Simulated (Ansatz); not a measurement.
Geometry optimisation, Ansatz 0.2.0, RKS PBE0-D4/def2-SVP.

Input file:

```yaml
crystal:
  periodic: [false, false, false]
  atoms:
    - { symbol: Ti, position_ang: [-0.538198, -0.057927, -0.369917] }
    - { symbol: F, position_ang: [0.10772, 0.846101, 2.442248] }
    - { symbol: F, position_ang: [0.758179, -1.080031, 0.143336] }
    - { symbol: F, position_ang: [-0.1818, 1.618385, -0.569046] }
    - { symbol: F, position_ang: [-0.982715, -0.655106, -1.932077] }
    - { symbol: "N", position_ang: [-2.10707, -0.288348, 0.840444] }
    - { symbol: H, position_ang: [-2.51626, -1.213856, 0.96217] }
    - { symbol: H, position_ang: [-2.844741, 0.415948, 0.824568] }
    - { symbol: H, position_ang: [-0.713715, 0.414835, 2.460475] }
basis:
  gaussian: { orbitals: def2-SVP }
hamiltonian:
  xc: pbe0
  dispersion: d4
relax:
  f_tol: 0.03
  max_steps: 50
```

Command:

```bash
$ ansatz run input.yaml --threads 4 --pin off --max-ram 5120MiB --backend cpu --events-out ev --progress --plain --runs-dir out
```

Where does it end, and by what steps?

The forces met the threshold. After 28 steps the energy has fallen by 1.888 eV; F5 moved furthest, 1.60 Å. Parted: F2–H9 (0.93 → 2.55 Å). Joined: Ti1–F2 (3.02 → 1.75 Å), N6–H9 (2.25 → 1.02 Å).

```json
{"step": "0", "energy less start (eV)": "0.0000", "largest force component (eV/Å)": "1.703", "accepted": "yes"}
{"step": "1", "energy less start (eV)": "-0.2202", "largest force component (eV/Å)": "0.492", "accepted": "yes"}
{"step": "2", "energy less start (eV)": "-0.2903", "largest force component (eV/Å)": "0.405", "accepted": "yes"}
{"step": "3", "energy less start (eV)": "-0.3135", "largest force component (eV/Å)": "0.332", "accepted": "yes"}
{"step": "4", "energy less start (eV)": "-0.3303", "largest force component (eV/Å)": "0.246", "accepted": "yes"}
{"step": "5", "energy less start (eV)": "-0.3365", "largest force component (eV/Å)": "0.393", "accepted": "yes"}
{"step": "6", "energy less start (eV)": "-0.3419", "largest force component (eV/Å)": "0.190", "accepted": "yes"}
{"step": "7", "energy less start (eV)": "-0.3391", "largest force component (eV/Å)": "0.618", "accepted": "no"}
{"step": "8", "energy less start (eV)": "-0.3448", "largest force component (eV/Å)": "0.080", "accepted": "yes"}
{"step": "9", "energy less start (eV)": "-0.3462", "largest force component (eV/Å)": "0.074", "accepted": "yes"}
{"step": "10", "energy less start (eV)": "-0.3566", "largest force component (eV/Å)": "0.689", "accepted": "yes"}
{"step": "11", "energy less start (eV)": "-0.4234", "largest force component (eV/Å)": "0.761", "accepted": "yes"}
{"step": "12", "energy less start (eV)": "-0.6318", "largest force component (eV/Å)": "1.518", "accepted": "yes"}
{"step": "13", "energy less start (eV)": "-1.1012", "largest force component (eV/Å)": "1.417", "accepted": "yes"}
{"step": "14", "energy less start (eV)": "-1.3548", "largest force component (eV/Å)": "2.093", "accepted": "yes"}
{"step": "15", "energy less start (eV)": "-1.4891", "largest force component (eV/Å)": "0.968", "accepted": "yes"}
{"step": "16", "energy less start (eV)": "-1.3073", "largest force component (eV/Å)": "1.567", "accepted": "no"}
{"step": "17", "energy less start (eV)": "-1.5570", "largest force component (eV/Å)": "0.370", "accepted": "yes"}
{"step": "18", "energy less start (eV)": "-1.5814", "largest force component (eV/Å)": "0.039", "accepted": "yes"}
{"step": "19", "energy less start (eV)": "-1.5978", "largest force component (eV/Å)": "0.101", "accepted": "yes"}
{"step": "20", "energy less start (eV)": "-1.6090", "largest force component (eV/Å)": "0.111", "accepted": "yes"}
{"step": "21", "energy less start (eV)": "-1.6676", "largest force component (eV/Å)": "0.249", "accepted": "yes"}
{"step": "22", "energy less start (eV)": "-1.7565", "largest force component (eV/Å)": "0.274", "accepted": "yes"}
{"step": "23", "energy less start (eV)": "-1.8006", "largest force component (eV/Å)": "0.332", "accepted": "yes"}
{"step": "24", "energy less start (eV)": "-1.8618", "largest force component (eV/Å)": "0.518", "accepted": "yes"}
{"step": "25", "energy less start (eV)": "-1.8806", "largest force component (eV/Å)": "0.280", "accepted": "yes"}
{"step": "26", "energy less start (eV)": "-1.8881", "largest force component (eV/Å)": "0.031", "accepted": "yes"}
{"step": "27", "energy less start (eV)": "-1.8883", "largest force component (eV/Å)": "0.034", "accepted": "yes"}
{"step": "28", "energy less start (eV)": "-1.8884", "largest force component (eV/Å)": "0.001", "accepted": "yes"}
```

```xyz
9
Properties=species:S:1:pos:R:3
Ti -0.195 0.390 -0.013
F -0.116 1.447 1.379
F 0.377 -1.252 0.181
F 1.143 1.037 -0.920
F -1.473 0.673 -1.175
N -1.979 -0.472 1.195
H -1.913 -1.487 1.269
H -2.866 -0.246 0.747
H -1.998 -0.089 2.140
```

Whether the end is a true minimum wasn't checked by a vibrational analysis.

Time of the run: 70 s on 4 threads of Arm Neoverse V1, with other jobs on the host, peak memory 0.31 GiB.
